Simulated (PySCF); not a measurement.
Input for PySCF: R-BP86/LANL2DZ on ZrSi, 2S+1 = 1, a spin state set in the input, which need not be the lowest, a point of a bond scan (R = 2.204 Å).

```python
from pyscf import gto, scf, dft, mp
from pyscf.data.elements import chemcore

mol = gto.M(
    atom='''
    Zr    0.00000000    0.00000000    0.00000000
    Si    0.00000000    0.00000000    2.20412200
    ''',
    basis='lanl2dz',
    ecp={'Si': 'lanl2dz', 'Zr': 'lanl2dz'},
    charge=0, spin=0, verbose=3, max_memory=1800)
mf = dft.RKS(mol, xc='b88,p86')
mf.conv_tol = 1e-8
mf.max_cycle = 100
mf.kernel()
if not mf.converged:
    mf = mf.newton().run(mf.mo_coeff, mf.mo_occ)
```

Q: Predict the final total energy.

A: -50.3457 hartree.
